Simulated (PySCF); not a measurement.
# What a mistake does to a calculation on ClH2O2Si cation

All numbers below are calculated, not measured. The program is PySCF 2.14.0, an open-source quantum chemistry code, run on an isolated molecule that a program drew, which may never have been made. The molecule is ClH2O2Si cation (charge +1, singlet), drawn as the SMILES string `O[Si+](O)Cl`.

Each row is a Hartree-Fock (HF) and frozen-core CCSD(T) single point in the cc-pV(D+d)Z basis, meant for a local HF minimum. Run 1 is clean. Each other run has one planted mistake out of seven kinds, and not every kind appears here: one electron removed, one electron added, multiplicity raised by two, geometry at a saddle point, minimal basis STO-3G, one bond length entered in bohr, all coordinates scaled. The reference is restricted for singlets and unrestricted otherwise, and also for a bond in bohr. Adding or removing an electron swaps singlet and doublet. Electrons count all cores. HOMO and LUMO are orbital energies over both spins, the gradient is its largest component, and the lowest frequency (negative if imaginary) is given only where the gradient is small. Bond lengths are over the 5 bonds as drawn. T1 is the CCSD diagnostic: over 0.02 (restricted) or 0.045 (unrestricted) a single reference is doubtful.

Geometry of the clean run:
```xyz
6
ClH2O2Si cation, angstrom
O    -1.1140   -0.0584   -1.2811
Si   -0.0113    0.4931   -0.3339
O     0.9113   -0.3714    0.5709
Cl    0.2332    2.4154   -0.2762
H    -1.4245   -0.9342   -1.4867
H     0.9913   -1.3076    0.7224
```

| run | electrons | basis functions | <S^2> | HOMO (eV) | LUMO (eV) | gradient (hartree/bohr) | lowest frequency (cm^-1) | mean bond (Å) | longest bond (Å) | T1 | HF (hartree) | CCSD(T) (hartree) | mistake |
|---|---|---|---|---|---|---|---|---|---|---|---|---|---|
| 1 | 48 | 84 | 0.000 | -19.23 | -3.17 | 4.0e-05 | 260 | 1.3903 | 1.939 | 0.0132 | -899.19739 | -899.82041 | no fault |
| 2 | 49 | 84 | 0.754 | -4.89 | 2.68 | 1.1e-01 | - | 1.3903 | 1.939 | 0.0888 | -899.34355 | -899.97814 | one electron added |
| 3 | 48 | 84 | 0.000 | -19.16 | -3.48 | 2.1e-02 | - | 1.4181 | 1.977 | 0.0141 | -899.19410 | -899.82166 | all coordinates scaled |
| 4 | 48 | 30 | 0.000 | -17.81 | -1.04 | 6.7e-02 | - | 1.3903 | 1.939 | 0.0197 | -888.86970 | -889.02364 | ? |

**Which mistake was planted in run 4, and what did it cost?**

It has 30 basis functions where the clean run has 84, with the same electrons and geometry. So the mistake is: minimal basis STO-3G. Subtracting run 1 and multiplying by 627.51 kcal/mol a hartree, the energy moved by 6480.7 kcal/mol in HF and 6775.1 kcal/mol in CCSD(T).

Cautions from the logs. Run 2: T1 is over the limit, so its CCSD(T) energy is less reliable.
